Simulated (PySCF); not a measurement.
Computed properties of CHF, SMILES [CH]F

CHF, SMILES F[CH] (connectivity only; charge and spin as stated), neutral, multiplicity 1. Coordinates come from a B3LYP-D3(BJ)/def2-TZVPD optimisation. The isomer is the one that the SMILES or the coordinates give; other isomers of the formula were not compared. Other conformers were not sampled. All values are computed for the isolated molecule unless a solvent is named; none is compared with measurement here.

**Structure.** The optimised structure has Cs symmetry. All 3 harmonic modes at B3LYP-D3(BJ)/def2-TZVPD (PySCF) are real, so it is a minimum.

**Vibrations.** The strongest infrared lines (harmonic, unscaled, degenerate partners summed) lie at 1198 cm⁻¹ (171 km/mol, C 60 %, F 39 %), 2771 cm⁻¹ (164 km/mol, H 92 %), 1436 cm⁻¹ (24 km/mol, H 87 %, C 9 %). The softest mode is at 1198 cm⁻¹ and the zero-point energy is 7.7 kcal/mol.

**Electronic structure.** r2SCAN/def2-TZVPD (PySCF) places the frontier levels at -6.09 and -3.84 eV, a gap of 2.25 eV, and gives a dipole moment of 1.50 D and a mean polarisability of 16.6 bohr³. PBE/def2-TZVPD (PySCF) at the same geometry gives -5.79 and -4.20 eV, so its gap is 0.66 eV narrower. An orbital gap is neither the optical nor the fundamental gap.

**Excitations.** TDA-CAM-B3LYP/def2-TZVPD (PySCF) has S1 at 2.41 eV (514 nm, f = 0.010, weak); the most intense of the 10 singlets computed lies at 10.76 eV (f = 0.09). T1 (TDA) is at 0.67 eV, 1.74 eV under S1. TDA-PBE/def2-TZVPD (PySCF) puts S1 at 2.39 eV.

**NMR.** GIAO shifts at B3LYP/pcSseg-2 (PySCF) (non-relativistic, atoms alike by connectivity averaged): ¹³C at 767.3 ppm against TMS; ¹H at 19.1 ppm against TMS; ¹⁹F at 699.7 ppm against CFCl3.
